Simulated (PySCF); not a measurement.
Species: C3H7FOSi.
Atom-mapped SMILES: `[CH3:1][Si@@H:2]1[O:3][CH2:4][C@@H:5]1[F:6]` (hydrogens: H7, H8, H9 on C1; H10 on Si2; H11, H12 on C4; H13 on C5)

Method: PBE0-D3(BJ)/def2-SVP geometry optimisation, gas phase in PySCF; density fitting, grid level 1; the optimiser is geomeTRIC in internal coordinates, started from a GFN2-xTB structure with every atom displaced at random (about 0.01 Å).

Step 0: E = -15846.4274 eV
```
atom  x, y, z in Å  |  force x, y, z in eV/Å
C1     -2.0257    0.2018   -0.2218    0.089   2.121  -0.163
Si2    -0.2339    0.6389   -0.5530   -0.139  -0.420   1.414
O3      0.6385   -0.5801   -1.2507    1.276  -1.297  -0.778
C4      1.5782   -0.8259   -0.1476   -2.806   0.390  -0.314
C5      1.0380    0.2187    0.8343   -0.223   0.023   0.748
F6      0.5489   -0.3369    2.0041   -0.116  -0.118  -0.099
H7     -2.1353   -0.6132    0.4569    0.078  -1.003   0.711
H8     -2.5242   -0.0258   -1.1588   -0.288  -0.198  -0.469
H9     -2.5624    1.0846    0.2248    0.347  -0.535  -0.295
H10     0.0337    1.9240   -1.1849   -0.221   0.666  -0.370
H11     1.4054   -1.8437    0.2258    0.257  -0.105   0.144
H12     2.5799   -0.6729   -0.4647    1.368   0.118  -0.462
H13     1.7664    0.9681    1.1429    0.378   0.359  -0.065
```

Step 1: E = -15846.6049 eV
```
atom  x, y, z in Å  |  force x, y, z in eV/Å
C1     -2.0133    0.2723   -0.2126    0.169  -0.613   0.149
Si2    -0.2136    0.5837   -0.5599   -0.153   0.168  -0.166
O3      0.7423   -0.6131   -1.3076   -0.409   0.035   0.113
C4      1.5681   -0.8271   -0.1584    0.597   0.250  -0.216
C5      0.9950    0.1720    0.8619   -0.094  -0.028  -0.094
F6      0.4560   -0.4392    1.9725   -0.056   0.045  -0.051
H7     -2.0794   -0.5396    0.5379   -0.156   0.186  -0.130
H8     -2.5690   -0.0294   -1.1148    0.012   0.032   0.025
H9     -2.4720    1.1844    0.1951   -0.014   0.031   0.040
H10    -0.1363    1.8930   -1.2731    0.246   0.044   0.010
H11     1.5019   -1.8631    0.2181   -0.018   0.029  -0.012
H12     2.6240   -0.6001   -0.4391   -0.285  -0.204   0.229
H13     1.7036    0.9438    1.1875    0.162   0.025   0.103
```

**Question.** Estimate the geometry and energy of step 2. (The exact step hangs on the optimiser's Hessian estimate; all steps are aligned on step 1, rigid shifts and turns removed.)

**Answer.** E = -15846.6401 eV, largest force 0.235 eV/Å
```
atom  x, y, z in Å  |  force x, y, z in eV/Å
C1     -2.0092    0.2494   -0.2094    0.126  -0.193   0.044
Si2    -0.2146    0.6041   -0.5597   -0.091   0.094  -0.050
O3      0.7194   -0.6038   -1.3058   -0.078  -0.040   0.050
C4      1.5621   -0.8199   -0.1650    0.084   0.078  -0.059
C5      1.0032    0.1891    0.8536    0.020   0.108  -0.034
F6      0.4498   -0.4105    1.9625   -0.039  -0.021   0.017
H7     -2.0925   -0.5630    0.5301   -0.014   0.042  -0.025
H8     -2.5598   -0.0434   -1.1164    0.004   0.033  -0.023
H9     -2.4796    1.1538    0.2063   -0.033   0.006   0.007
H10    -0.0948    1.9181   -1.2636    0.078  -0.016   0.027
H11     1.4716   -1.8501    0.2198   -0.016  -0.013   0.003
H12     2.6189   -0.6308   -0.4306   -0.065  -0.044   0.009
H13     1.7331    0.9446    1.1856    0.024  -0.034   0.032
```

The energy changes by -0.0352 eV. The first-order estimate −F·Δx gives -0.0544 eV and the mean of the old and new forces, exact on a quadratic surface, -0.0351 eV. The step makes an angle of 65° with the force vector and moves no atom by more than 0.049 Å.

What follows is the cost of the whole optimisation. Hardware: one thread of an Arm Neoverse V1, no GPU, shared host with 64 logical CPUs at a one-minute load of 16. Cost: 38 s wall, 0.57 GiB resident at most.
